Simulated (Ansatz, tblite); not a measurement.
Spin states of the cluster Li₂Br₂⁺ (the lowest doublet isomer of a short search), each relaxed with r2SCAN-D4/def2-TZVP in Ansatz. Electronic energies in the gas phase.

The xTB rows come from tblite. B3LYP takes the VWN-RPA correlation. Correlated methods freeze 18 core orbitals; core or outer-core shells of Li, Br are correlated, in sets that lack core-valence functions. HOMO above LUMO, or a gap near zero within one spin, warns that the state may not be the lowest or that an electron is smeared out. In the doublet, Br3 and Br4 lie 2.93 Å apart (atoms count from 1), so these atoms are partly bonded to each other. In the quartet, Br3 and Br4 lie 2.67 Å apart (atoms count from 1), so these atoms are partly bonded to each other. The structure comes from a short search, and lower isomers may exist.

Doublet geometry (C2v within 0.1 Å):

| atom | x (Å) | y (Å) | z (Å) |
| --- | --- | --- | --- |
| Li1 | -1.577 | 1.065 | -0.436 |
| Li2 | 1.693 | -0.968 | -0.079 |
| Br3 | 0.656 | 1.169 | 0.650 |
| Br4 | -0.773 | -1.267 | -0.136 |

Quartet geometry:

```csv
atom,x (Å),y (Å),z (Å)
Li1,0.834,2.956,0.501
Li2,-0.542,-3.006,-0.731
Br3,-1.213,0.105,0.917
Br4,0.920,-0.055,-0.687
```

⟨S²⟩: doublet 0.75 at PBE0-D4/def2-TZVP (pure 0.75), quartet 3.76 at PBE0-D4/def2-TZVP (pure 3.75).

Run but left out: HF/def2-TZVPP, MP2/def2-TZVPP, CCSD/def2-TZVPP, CCSD(T)/def2-TZVPP (flagged by the program: other roots).

Only these spin states were relaxed. The quartet has other bonds than the doublet, so the gap mixes isomer and spin.

(1) Estimate which spin state lies lowest at each of these levels, and by how much: GFN1-xTB; GFN2-xTB; HF/def2-TZVP; LDA (SPW92)/def2-TZVP; PBE-D4/def2-TZVP; r2SCAN-D4/def2-TZVP; B3LYP-D4/def2-TZVP; PBE0-D4/def2-TZVP; r2SCAN0-D4/def2-TZVP; ωB97X-V/def2-TZVP; B2PLYP/def2-TZVP; RPA@PBE/def2-TZVP; MP2/def2-TZVP.

Answers

(1) 
```json
{"level": "GFN1-xTB", "quartet − doublet (kJ/mol)": "587.5", "lowest of these": "doublet", "remarks": "–"}
{"level": "GFN2-xTB", "quartet − doublet (kJ/mol)": "509.3", "lowest of these": "doublet", "remarks": "–"}
{"level": "HF/def2-TZVP", "quartet − doublet (kJ/mol)": "530.5", "lowest of these": "doublet", "remarks": "–"}
{"level": "LDA (SPW92)/def2-TZVP", "quartet − doublet (kJ/mol)": "529.0", "lowest of these": "doublet", "remarks": "gap within one spin near zero (quartet)"}
{"level": "PBE-D4/def2-TZVP", "quartet − doublet (kJ/mol)": "495.5", "lowest of these": "doublet", "remarks": "–"}
{"level": "r2SCAN-D4/def2-TZVP", "quartet − doublet (kJ/mol)": "541.2", "lowest of these": "doublet", "remarks": "–"}
{"level": "B3LYP-D4/def2-TZVP", "quartet − doublet (kJ/mol)": "518.6", "lowest of these": "doublet", "remarks": "–"}
{"level": "PBE0-D4/def2-TZVP", "quartet − doublet (kJ/mol)": "538.6", "lowest of these": "doublet", "remarks": "–"}
{"level": "r2SCAN0-D4/def2-TZVP", "quartet − doublet (kJ/mol)": "565.0", "lowest of these": "doublet", "remarks": "–"}
{"level": "ωB97X-V/def2-TZVP", "quartet − doublet (kJ/mol)": "612.0", "lowest of these": "doublet", "remarks": "–"}
{"level": "B2PLYP/def2-TZVP", "quartet − doublet (kJ/mol)": "570.2", "lowest of these": "doublet", "remarks": "–"}
{"level": "RPA@PBE/def2-TZVP", "quartet − doublet (kJ/mol)": "504.5", "lowest of these": "doublet", "remarks": "–"}
{"level": "MP2/def2-TZVP", "quartet − doublet (kJ/mol)": "607.2", "lowest of these": "doublet", "remarks": "–"}
```

Change of the quartet − doublet gap on mixing in exact exchange, in kJ/mol: PBE to PBE0 (25 % exact exchange) 43.1; r2SCAN to r2SCAN0 (25 % exact exchange) 23.8. The xTB methods have no spin-polarisation term.
